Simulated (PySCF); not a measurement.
# Correlation energy of Ni⁺ (nickel, charge +1)

[Ar] 3d8 4p1, one real determinant (an excited configuration). Computed with PySCF 2.14 in x2c-TZVPPall (6s5p4d2f1g, 64 functions), with the spin-free X2C one-electron Hamiltonian (Gaussian nucleus). Frozen: [Ar]; 9 electrons correlated.

```
  level  correlation energy (mhartree)
   CCSD                        -257.28
    (T)                          -6.68
CCSD(T)                        -263.96
```

Diagnostics: T1 = 0.011, D1 = 0.0286, largest double amplitude 0.034.

The real determinant used has ⟨L²⟩ near 14 against 20 for a pure G term, so it mixes terms.

Cost of the coupled-cluster step: roughly 10 core-seconds, for 9 correlated electrons.

The basis was made for the ground configuration and has no added diffuse functions, which can raise the energy of the promoted electron.

The reference is one real determinant that mixes LS terms of this configuration.
